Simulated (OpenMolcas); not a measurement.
# W I: effect of the active space

```
Program             : OpenMolcas 26.06
Method              : SS-CASPT2 or its RAS form, IPEA 0.25 Eh, imaginary shift 0.1 Eh
Basis               : ANO-RCC-VTZP
Scalar Hamiltonian  : DKH2, point nucleus
Spin-orbit coupling : RASSI with atomic mean-field integrals over the reference wave functions, term energies averaged over their components
```

A. 4 electrons in 5 orbitals (5d); 2S+1 = 5 even, 5 roots; 2S+1 = 3 even, 45 roots; 2S+1 = 1 even, 50 roots (49 in the spin-orbit step); closed shells correlated: 5s 5p 6s; CASPT2 step about 50 core-seconds
B. 6 electrons in 6 orbitals (5d 6s); 2S+1 = 7 even, 1 root; 2S+1 = 5 even, 23 roots; 2S+1 = 3 even, 55 roots (35 in the spin-orbit step); 2S+1 = 1 even, 30 roots; closed shells correlated: 5s 5p; CASPT2 step about 60 core-seconds
C. 6 electrons in 9 orbitals (RAS2 5d 6s; RAS3 6p, at most 2 electrons); 2S+1 = 5 even, 30 roots; 2S+1 = 7 even, 1 root kept (CI in the orbitals of an earlier block); 2S+1 = 3 even, 83 roots kept (CI in the orbitals of an earlier block, 72 in the spin-orbit step); 2S+1 = 1 even, 44 roots kept (CI in the orbitals of an earlier block); 2S+1 = 5 odd, 48 roots; 2S+1 = 7 odd, 15 roots kept (CI in the orbitals of an earlier block); 2S+1 = 3 odd, 8 roots kept (CI in the orbitals of an earlier block); 2S+1 = 1 odd, 1 root kept (CI in the orbitals of an earlier block, 0 in the spin-orbit step); closed shells correlated: 5s 5p; CASPT2 step roughly 7 core-minutes
D. 6 electrons in 11 orbitals (5d 6s 6d); 2S+1 = 5 even, 23 roots (14 in the spin-orbit step); 2S+1 = 7 even, 1 root kept (CI in the orbitals of an earlier block); 2S+1 = 3 even, 5 roots kept (CI in the orbitals of an earlier block); 2S+1 = 1 even, 1 root kept (CI in the orbitals of an earlier block, 0 in the spin-orbit step); closed shells correlated: 5s 5p; CASPT2 step roughly 6 core-minutes

Energies in cm⁻¹ above 5d⁴ 6s² ⁵D₀, the measured ground level; measured values from NIST Handbook of Basic Atomic Spectroscopic Data.

| Level | A | B | C | D | Measured |
| --- | --- | --- | --- | --- | --- |
| 5d⁴ 6s² ⁵D₀ [73 %] | 0.0 | 0.0 | 0.0 | 0.0 | 0.0 |
| 5d⁴ 6s² ⁵D₁ | 1955 | 1299 | 1411 | 437 | 1670 |
| 5d⁴ 6s² ⁵D₂ | 3920 | 2760 | 2980 | 1346 | 3326 |
| 5d⁴ 6s² ⁵D₃ | 5630 | 4110 | 4440 | 2820 | 4830 |
| 5d⁴ 6s² ⁵D₄ | 7060 | 5340 | 5800 | 5110 | 6219 |

D puts 5d⁵ 6s ⁷S₃ lowest.

Deviations, from unrounded energies. A percentage is the sum of absolute deviations over the sum of measured energies, with the sign that they share, or ± where signs differ.

| Against measurement | Levels | A | B | C | D |
| --- | --- | --- | --- | --- | --- |
| mean absolute deviation (cm-1) | 4 | 630 | 630 | 350 | 1600 |
| fine structure of the ground term (%) | 4 | +15.7 | -15.8 | -8.8 | -39.4 |

C lies closest to measurement on these levels and D furthest from it. The largest miss of C in the table is 5d⁴ 6s² ⁵D₄, by -420 cm-1. The ranking rests on the paired levels alone, and a cruder setting can come out closer through cancelling errors.

The spin-orbit steps hold different terms of 5d⁴ 6s² (B lacks ¹D, a ¹G, a ³F, a ³P; C lacks a ¹D, a ³F, a ³P; D lacks among others ¹D, ¹F, ¹G, ¹I, ¹S), which shifts levels as well.

Among A to D the level of the table that moves most is 5d⁴ 6s² ⁵D₃, by 2800 cm-1 (lowest in D, highest in A). Moves below CASPT2's spread within the term are not significant.

Term energies are means over components that CASPT2 splits; among the terms shown or strongly mixed into the levels shown the widest spread is 250 cm-1 (5d⁴ 6s² ³F(1), A). Some high roots are left out of the spin-orbit mixing, which shifts the levels that they would mix with. With the s shell closed, the reference lacks s² → p², s² → d² and s → d mixing, so excited terms can stand far too high and out of order, with CASPT2 too (holds for A). Some terms miss by over 15 % even with CASPT2, which points to a basis or an active space too small for the shells correlated (holds for A; B). Configurations are named by rounded mean occupations; where the s occupation lies near a half they are strongly mixed, a name can repeat and a true partner stay unpaired (holds for B; C). The lowest spin-free term belongs to 5d⁵ 6s, not to the configuration of the lowest level (holds for B; C). No level of 5d⁵ 6p was computed, though it lies in the active space (holds for C). The lowest computed level is not the ground level that NIST lists (5D0) (holds for D). Active for correlation alone: 6d; no level in the range computed is led by a configuration that fills it, so any true level of that kind is missing (holds for D). Computed and measured levels are paired by configuration, term and J; levels that our copy of the source lacks, or whose pairing is in doubt (as where it misses far off the trend of its configuration), stay unpaired and out of the deviations. Levels of configurations outside the active space are missing. The table leaves out levels that lie high or whose names do not pair safely across all columns.

A share in square brackets marks a mixed level and gives the weight of the term that names it, the lowest over the columns. A number in round brackets counts repeated terms of one configuration in the order of the reference energies.
